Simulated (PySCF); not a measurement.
Shapes and spin states of RhOF

Method: PBE0/[Rh def2-TZVP with ECP28, O def2-TZVP, F def2-TZVP], scalar-relativistic core potentials, density fitting, no spin–orbit coupling, PySCF.

Relaxations began from a few typed shapes and spin states; open shells are unrestricted. The search is not exhaustive: other isomers or separated fragments can lie lower, and high-lying points may rest on an excited occupation.

Order these stationary points by electronic energy, lowest first, in kJ/mol from the lowest minimum.
A. singlet (closed shell, unstable to spin polarisation) Cs: Rh–F 1.831 Å, Rh–O 1.643 Å; F–Rh–O 148.8°
B. singlet (closed shell, unstable to spin polarisation) Cs: Rh–F 1.825 Å, Rh–O 1.635 Å; F–Rh–O 149.6°
C. triplet C∞v: Rh–F 1.900 Å, Rh–O 1.687 Å; F–Rh–O 180.0°
D. quintet C∞v: Rh–F 1.909 Å, Rh–O 1.748 Å; F–Rh–O 180.0°
E. broken-symmetry Ms = 0 (⟨S²⟩ 1.02) Cs: Rh–F 1.858 Å, Rh–O 1.652 Å; F–Rh–O 145.0°
F. triplet Cs: Rh–F 1.859 Å, Rh–O 1.652 Å; F–Rh–O 144.6°
G. singlet C∞v: Rh–F 1.808 Å, Rh–O 1.646 Å; F–Rh–O 180.0°

F (0.0), C (3.4), D (20.9), E (26.0), A (79.8), B (81.3), G (95.9).

Which of them are minima?

By energy in kJ/mol, 0.0: minimum; 3.4: minimum; 20.9: minimum; 26.0: minimum; 79.8: minimum of the closed-shell surface only; 81.3: minimum of the closed-shell surface only; 95.9: not settled, its softest mode being under 30 cm⁻¹.

Formally Rh is in oxidation state +3, d6, with 2 unpaired electrons (the high-spin count would be 4). The Mulliken spin on Rh is 1.36. The polar-tensor charge on Rh, 1.30, is far below the formal one.

For the lowest minimum: open d and f shells are described by one determinant, and the ground state may have another occupation or spin.

The electron or spin density has lower symmetry than the nuclear frame for the quintet C∞v at 20.9 kJ/mol, broken-symmetry Ms = 0 (⟨S²⟩ 1.02) Cs at 26.0 kJ/mol, singlet (closed shell, unstable to spin polarisation) Cs at 79.8 kJ/mol.
